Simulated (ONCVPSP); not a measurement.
**Ir (Z = 77): one change to an ONCV potential, before and after**

- Element: Ir
- Generator: ONCVPSP 4.0.1
- Type: optimised norm-conserving Vanderbilt (ONCV)
- Functional: LDA (Perdew-Wang 92)
- Relativity: fully relativistic
- Frozen core: [Xe] 4f14
- Valence charge: 9
- Reference configuration: 5d6 (charge +3)
- Partial waves: s scattering state at 0.1 Ha: rc 2.25 bohr, ncon 5, nbas 8, qcut 2.2 1/bohr, 2 projectors, debl 2.3 Ha; p scattering state at 0.23 Ha: rc 2.20 bohr, ncon 3, nbas 6, qcut 4.3 1/bohr, 2 projectors, debl 0.3 Ha; 5d: rc 2.25 bohr, ncon 3, nbas 7, qcut 7.7 1/bohr, 2 projectors, debl 0.5 Ha
- Local potential: polynomial inside 1.50 bohr (lpopt 5, dvloc0 3 Ha)
- Core correction: polynomial model core, fcfact 0.35

Open shells are filled in proportion to 2j + 1.

In the s channel the program set the typed energies aside and used 0.050, 2.350 Ha. In the p channel the program set the typed energies aside and used 0.050, 0.350 Ha (j = l + 1/2; the other j can differ). In the d channel the program set the typed energies aside and used -1.345, 0.250 Ha (j = l + 1/2; the other j can differ).

All-electron outer shells of the reference configuration (LDA (PZ), scalar-relativistic, ld1.x):

```
shell  level (eV)  outermost node (bohr)  outermost maximum (bohr)
   5d      -37.19                   0.59                      1.28
```

Change: p: qcut 3.6.

Cutoffs: the cutoffs (Ha) at which the residual kinetic energy of the hardest occupied pseudo-wave falls to 1 and 0.1 mHa per electron; they do not see the model core or the augmentation charge, which bear on the density cutoff. Errors are all-electron minus pseudo energies relative to the spin-unpolarised reference configuration.

Problem. Predict the effect on cutoff, ghosts and configuration errors.

Solution. The potential gets neither clearly harder nor softer (18 Ha and 21 Ha → 18 Ha and 21 Ha); the bound ghost in p disappears; the errors of the 4 common tests hardly move; the range in which the p3/2 phases agree narrows (upper end 2.8 → 0.8); the range in which the p1/2 phases agree narrows (upper end 3.2 → 1.0).

| quantity | base | changed |
| --- | --- | --- |
| cutoff, loose | 18 Ha | 18 Ha |
| cutoff, tight | 21 Ha | 21 Ha |
| bound ghosts | p3/2, p1/2 | none |
| GHOST(+) flags under 300 eV | s at 15.5 eV | s at 15.5 eV, p3/2 at 22.1 eV, p1/2 at 28.1 eV |
| error for 5d7 6s2, meV [ΔE -58.87 eV] | +283 | +283 |
| error for 5d7 6s1, meV [ΔE -48.69 eV] | +131 | +131 |
| error for 5d7, meV [ΔE -30.84 eV] | -62 | -62 |
| error for 5d8, meV [ΔE -49.86 eV] | -179 | -179 |
| s: phases at 2.29 bohr within 0.05 rad from the reference energy up to (Ha; the scan ends near 5) | 0.6 | 0.6 |
| p3/2: phases at 2.23 bohr within 0.05 rad from the reference energy up to (Ha; the scan ends near 5) | 2.8 | 0.8 |
| p1/2: phases at 2.23 bohr within 0.05 rad from the reference energy up to (Ha; the scan ends near 5) | 3.2 | 1.0 |
| d5/2: phases at 2.29 bohr within 0.05 rad from the reference energy up to (Ha; the scan ends near 5) | to the end of the scan | to the end of the scan |
| d3/2: phases at 2.29 bohr within 0.05 rad from the reference energy up to (Ha; the scan ends near 5) | to the end of the scan | to the end of the scan |
| rms error of d²Exc/dni dnj with the model core, mHa | 6.78 | 6.78 |

 A true bound ghost makes a file unfit for plane-wave use even where its test errors are small: the radial tests pick states by their node count and pass the ghost by.
